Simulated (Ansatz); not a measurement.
```xyz
2

Mg   -0.0058   -0.0023   -0.7068
O     0.0083    0.0021    1.0434
```

Basis set: 6-31G* (spherical functions). Frozen core: 2 orbitals. Charge 0, multiplicity 1.

Computed with Ansatz (development build ahead of 0.2.0); each method stands on the lowest determinant of its kind that the runs found. Restricted open shells among the atoms or ions are ROHF, correlated in semicanonical orbitals with singles.

(1) Give the atomization energy at this shape (free ground-state atoms in the same class of orbitals less the molecule, no zero-point energy) of singlet MgO by RHF-MP2, RHF.

Answers

(1)

| method | atomization energy |
| --- | --- |
| RHF-MP2 | 2.55 eV |
| RHF | -1.38 eV |

Caution: in another basis set an unrestricted determinant lies well below. Caution for RHF: the molecule lies well above its atoms at this level.
